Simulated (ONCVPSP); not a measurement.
# Tb: one change to an ONCV potential, before and after

terbium (Tb), optimised norm-conserving Vanderbilt (ONCV), made with ONCVPSP 4.0.1 (LDA (Perdew-Wang 92), fully relativistic). Core [Kr] 4d10 4f8, reference 5s2 5p6 5d1.5 6s1.5. Waves: 5s+6s: rc 2.05 bohr, ncon 4, nbas 7, qcut 7.6 1/bohr, 2 projectors; 5p: rc 2.40 bohr, ncon 3, nbas 8, qcut 4.9 1/bohr, 1 projector; 5d: rc 3.75 bohr, ncon 4, nbas 9, qcut 4.5 1/bohr, 1 projector. Local part: polynomial inside 1.50 bohr (lpopt 3, dvloc0 0 Ha). Core correction: polynomial model core, fcfact 0.65.

Open shells are filled in proportion to 2j + 1.

Change: s: ncon 3, nbas 6.

Cutoffs: the cutoffs (Ha) at which the residual kinetic energy of the hardest occupied pseudo-wave falls to 1 and 0.1 mHa per electron; they do not see the model core or the augmentation charge, which bear on the density cutoff. Errors are all-electron minus pseudo energies relative to the spin-unpolarised reference configuration.

**Question.** How do hardness, ghosts and transferability respond?

**Answer.** The potential gets softer (17 Ha and 20 Ha → 15 Ha and 18 Ha); the errors of the 4 common tests hardly move; neither file shows a bound ghost.

```csv
quantity,base,changed
"cutoff, loose",17 Ha,15 Ha
"cutoff, tight",20 Ha,18 Ha
loose cutoff by channel,"s 17 Ha, p 8.2 Ha, d 6.2 Ha","s 15 Ha, p 8.2 Ha, d 6.2 Ha"
bound ghosts,none,none
GHOST(+) flags under 300 eV,s at 204.7 eV,s at 211.3 eV
"error for 5s2 5p6 5d1 6s2, meV [ΔE -0.92 eV]",+2.2,+2.1
"error for 5s2 5p6 5d1 6s1, meV [ΔE 6.02 eV]",-4.0,-4.0
"error for 5s2 5p6 5d1 6s0, meV [ΔE 18.56 eV]",-32,-32
"error for 5s2 5p6 5d1 6s0 6p1, meV [ΔE 9.78 eV]",+104,+104
s: phases at 2.08 bohr within 0.05 rad from the reference energy up to (Ha; the scan ends near 5),to the end of the scan,to the end of the scan
p3/2: phases at 2.43 bohr within 0.05 rad from the reference energy up to (Ha; the scan ends near 5),0.2,0.2
p1/2: phases at 2.43 bohr within 0.05 rad from the reference energy up to (Ha; the scan ends near 5),0.1,0.1
d5/2: phases at 3.81 bohr within 0.05 rad from the reference energy up to (Ha; the scan ends near 5),0.4,0.4
d3/2: phases at 3.81 bohr within 0.05 rad from the reference energy up to (Ha; the scan ends near 5),0.3,0.3
"rms error of d²Exc/dni dnj with the model core, mHa",2.30,2.22
```

Base: These tests converged, but a pseudo level misses the all-electron one widely, so the file describes the atom poorly there or has found another state: 5s2 5p6 5d1 6s0 6p1: empty 6s by 5.0 eV. Changed file: These tests converged, but a pseudo level misses the all-electron one widely, so the file describes the atom poorly there or has found another state: 5s2 5p6 5d1 6s0 6p1: empty 6s by 5.0 eV.
